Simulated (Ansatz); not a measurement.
```yaml
crystal:
  periodic: [false, false, false]
  atoms:
    - {symbol: C, position_ang: [-2.957390, 0.413161, -0.154898]}
    - {symbol: C, position_ang: [-1.468074, 0.215687, -0.066784]}
    - {symbol: C, position_ang: [-0.577954, 1.234966, -0.471702]}
    - {symbol: C, position_ang: [0.807795, 1.048703, -0.425219]}
    - {symbol: C, position_ang: [1.311774, -0.177236, 0.035930]}
    - {symbol: S, position_ang: [3.077957, -0.404969, 0.161686]}
    - {symbol: O, position_ang: [3.367196, -1.852860, -0.177050]}
    - {symbol: O, position_ang: [3.734979, 0.601249, -0.711580]}
    - {symbol: O, position_ang: [3.454923, -0.289283, 1.628639]}
    - {symbol: C, position_ang: [0.455177, -1.213422, 0.444945]}
    - {symbol: C, position_ang: [-0.926275, -1.007175, 0.390273]}
    - {symbol: H, position_ang: [-3.496098, -0.180334, 0.609481]}
    - {symbol: H, position_ang: [-3.237237, 1.478063, -0.035322]}
    - {symbol: H, position_ang: [-3.336865, 0.086458, -1.147722]}
    - {symbol: H, position_ang: [-0.981743, 2.194533, -0.830685]}
    - {symbol: H, position_ang: [1.503427, 1.835778, -0.749672]}
    - {symbol: H, position_ang: [0.873646, -2.169573, 0.790942]}
    - {symbol: H, position_ang: [-1.605229, -1.813737, 0.708748]}
basis:
  gaussian: {orbitals: def2-TZVPD, initial_orbitals: start.molden}
magnetization: {spin_polarized: true, initial_magnetization: 1}
hamiltonian: {xc: pbe0, dispersion: d4}
scf: {omitted_lower_state_checks: [starts]}
output: {orbitals: {seedname: orbitals}}
```

The file start.molden holds the orbitals of an earlier run on this structure, at another level or in another basis.

```sh
$ ansatz run in.yaml --threads 4 --pin off --events-out ev --progress --plain --max-ram 6963MiB
```

Does this run fit into the memory that it is given?

No. It has 488 basis functions, and Ansatz plans for 8 GiB where 7 GiB are given.
